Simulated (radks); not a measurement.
The numbers below are computed, except where a source is named.
Question: Radial electron density D(r) = 4 pi r^2 rho(r) of an atom or ion with 47 electrons. Code: a radial shooting solver on a logarithmic mesh with Libxc functionals. Model: Dirac Kohn-Sham, exchange-only PBE, spin-unpolarised, spherical densities, finite nucleus; Fermi nuclear charge, rms radius of each element as measured or else 0.836 A^(1/3) + 0.57 fm.

r (bohr)  D(r) (e/bohr)
0.002309          7.034
0.003055          10.96
0.004074          16.86
0.00539           24.79
0.00719           35.24
0.009513          46.84
0.01269           58.17
0.01692           65.58
0.02239           66.29
0.02986           61.33
0.03951           57.79
0.0527            64.14
0.06973           78.28
0.093             84.07
0.1231            71.19
0.1641            58.77
0.2189            66.20
0.2896            67.01
0.3863            41.18
0.5111            22.21
0.6817            23.74
0.902             21.08
1.203             10.61
1.592             4.071
2.123             1.631
2.832            0.6431
3.747            0.2018
4.997           0.03559
6.612          0.002518

What is the nuclear charge?

Answer: Z = 51. The innermost maximum, from 1s, lies near gamma/Z bohr with gamma = sqrt(1 - (Z/c)^2) = 0.928, here 0.0182 bohr (found: 0.0200), and its height grows with Z. The density is that of the antimony ion Sb4+ in [Kr] 4d8 5s1 4f2; the configuration itself is not fixed sharply by these data, and Z only to a few units. D(r) has 4 maxima, at r = 0.0200, 0.0879, 0.257, 0.739 bohr, and minima at 0.0392, 0.168, 0.554 bohr, inside which lie 2.03, 11.18, 29.05 electrons.
